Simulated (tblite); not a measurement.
Compound: C7H11O (doublet state).
Z-matrix (Å and degrees, GFN2-xTB geometry), rows numbered from 1:
```
C 
O   1  1.4021
C   2  1.4228  1  114.53
C   3  1.5016  2  115.06  1    71.66
C   4  1.3747  3  110.31  2   119.65
C   5  1.3804  4  111.64  3    -0.34
C   6  1.4809  5  127.86  4   179.81
C   6  1.4971  5  109.52  4    -1.06
H   1  1.0985  2  111.22  3    54.78
H   1  1.0889  2  106.28  3   173.72
H   1  1.0958  2  112.07  3   -67.20
H   3  1.1072  2  107.88  1   -51.95
H   4  1.0732  3  123.36  2   -60.62
H   5  1.0772  4  124.25  3   179.48
H   7  1.0921  6  110.69  5  -122.96
H   7  1.0873  6  110.88  5    -2.12
H   7  1.0921  6  110.59  5   118.60
H   8  1.0919  3  112.35  2   113.33
H   8  1.0928  3  108.44  2    -5.51
```

Method: GFN2-xTB as coded in tblite; computed harmonic values from a numerical Hessian at the method's own geometry, unscaled. Against measured fundamentals such values can be off by several per cent, at times by over 20. One conformer, not necessarily the lowest. Open shells enter through the occupations alone, without spin polarisation, and single modes of such species can be off by tens of per cent.

Harmonic wavenumbers (cm⁻¹): 56.7, 90.8, 94.6, 186.6, 234.9, 248.7, 305.8, 369.5, 411.6, 511.5, 611.0, 654.2, 721.6, 843.1, 885.9, 897.6, 939.4, 985.0, 999.8, 1025.7, 1059.2, 1083.8, 1108.0, 1122.5, 1134.0, 1177.5, 1223.2, 1234.2, 1252.9, 1295.8, 1304.3, 1396.7, 1405.5, 1424.2, 1440.4, 1462.5, 1465.8, 1471.4, 1492.2, 1510.9, 2758.5, 2886.3, 2923.1, 2945.2, 2957.1, 2968.3, 2981.5, 3018.0, 3042.2, 3108.8, 3147.3.

A = 5443, B = 1225, C = 1067 MHz; mass 111.081 u (most abundant isotopes); point group C1, symmetry number 1; spin multiplicity 2.

Q: What is the zero-point energy?

A: Half the sum of the wavenumbers: 34938 cm⁻¹ = 99.89 kcal/mol.

Q: Entropy at 500 K, 1 bar (ideal gas, RRHO, classical rotation)?

A: Translation 42.63, rotation 29.74, vibration 42.50, spin (R ln 2) 1.38: S = 116.2 cal/(mol K).

Q: And Cp and H(500 K) − H(0)?

A: Cp = 53.33 cal/(mol K), of which vibrations give 45.38 (their classical limit is 51 R = 101.3); H(500 K) − H(0) = 15.14 kcal/mol without the zero-point energy, 11.16 from vibrations.

Q: What must be added to the electronic energy to get the Gibbs energy at 500 K and 1 bar?

A: ZPE + [H(500 K) − H(0)] − T·S = 99.89 + 15.14 − 58.12 = 56.91 kcal/mol.

Q: How do the functions run with temperature in this model?

A: 
```csv
T (K),S (cal/(mol K)),Cp (cal/(mol K)),H − H(0) (kcal/mol),G − H(0) (kcal/mol),ln q(vib)
150,75.6,21.1,2.17,-9.16,2.44
250,88.3,29.6,4.69,-17.37,4.62
298.15,93.9,34.3,6.23,-21.75,5.67
400,105.4,44.4,10.24,-31.90,7.92
600,126.7,60.8,20.86,-55.14,12.40
900,154.6,76.8,41.71,-97.45,19.02
```

q(vib) and H(0) count from the zero-point level.

Q: Blend soft modes into free rotors: weight 1/[1 + (100 cm⁻¹/ν̃)⁴] for the oscillator and the rest for a rotor with moment μB/(μ + B), μ = h/(8π²ν), B = 10⁻⁴⁴ kg m². What vibrational entropy results?

A: 39.59 cal/(mol K) in place of 42.50, which changes −T·S at 500 K by +1.45 kcal/mol.

Hindered rotation and anharmonicity are outside this model. Other conformers, if any are populated, would add a mixing term that is left out. The structure is chiral; the term R ln 2 for an equal mix with its mirror image is left out.
